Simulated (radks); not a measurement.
Ionisation of the iodine ion I+, [Kr] 4d10 5s2 5p4, to [Kr] 4d10 5s2 5p3 as the strength of local exchange is varied. All-electron calculation, non-relativistic Kohn-Sham, Slater X-alpha exchange (alpha = 2/3 is LDA exchange), no correlation, spin-polarised, spherical densities, point nucleus; open shells are filled with parallel spins first (spin-orbit coupling, left out, can overturn this in heavy ions); relativity is left out, which matters for an element this heavy. Program: a radial shooting solver on a logarithmic mesh with Libxc functionals.

alpha  E(I+) (hartree)  exchange (hartree)  IE (eV)  -e of the level emptied (eV)  <r> of it (bohr)
0.633      -6901.00207          -156.71747   17.020                   12.999 (5p)             2.391
0.667      -6909.42459          -165.32490   17.342                   13.318 (5p)             2.374
0.683      -6913.39147          -169.38212   17.494                   13.469 (5p)             2.367
0.941      -6977.65292          -235.39372   20.052                   16.032 (5p)             2.254
0.961      -6982.65765          -240.55715   20.258                   16.240 (5p)             2.246
0.983      -6988.16670          -246.24461   20.486                   16.470 (5p)             2.237
0.992      -6990.42156          -248.57361   20.580                   16.565 (5p)             2.233
0.993      -6990.67215          -248.83247   20.591                   16.576 (5p)             2.233

NIST Atomic Spectra Database: 19.131 eV (measured). The Delta-SCF value meets it near alpha = 0.85. Relativity is left out here, which matters for elements this heavy. Open shells are spherical and high-spin; term and fine-structure splittings are not resolved.
